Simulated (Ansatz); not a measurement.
`C[O][MgH]` and `C[O][ZnH]` differ in one element.

Ansatz, PBE0-D4/def2-TZVP geometries, multiplicity 1. 

Outer-core shells of Mg, Zn are correlated without core-valence functions. Scalar relativity is left out up to krypton.

```json
{"property": "zero-point energy (PBE0-D4/def2-TZVP) / kJ/mol", "`C[O][MgH]`": "121.1"}
{"property": "HOMO energy (PBE0/def2-TZVPP) / eV", "`C[O][MgH]`": "-7.10"}
{"property": "HOMO–LUMO gap (PBE/def2-TZVPP) / eV", "`C[O][MgH]`": "4.30"}
{"property": "vertical ionisation energy (CCSD(T)/def2-TZVPP) / eV", "`C[O][MgH]`": "9.67"}
{"property": "HOMO–LUMO gap (PBE0/def2-TZVPP) / eV", "`C[O][MgH]`": "6.52"}
{"property": "LUMO energy (PBE/def2-TZVPP) / eV", "`C[O][MgH]`": "-1.32"}
```

Give the same properties after the change, and the shifts. (Best estimate.)

Computed: 
```tsv
property	`C[O][ZnH]`	shift
zero-point energy (PBE0-D4/def2-TZVP) / kJ/mol	124.6	3.5
HOMO energy (PBE0/def2-TZVPP) / eV	-7.29	-0.19
HOMO–LUMO gap (PBE/def2-TZVPP) / eV	4.67	0.37
vertical ionisation energy (CCSD(T)/def2-TZVPP) / eV	9.75	0.08
HOMO–LUMO gap (PBE0/def2-TZVPP) / eV	6.89	0.37
LUMO energy (PBE/def2-TZVPP) / eV	-1.16	0.16
```

With PBE0 the HOMO falls by 0.19 eV and the LUMO rises by 0.17 eV, so the gap widens by about 0.36 eV. PBE moves the HOMO by -0.21 eV and ωB97M-V by -0.16 eV.
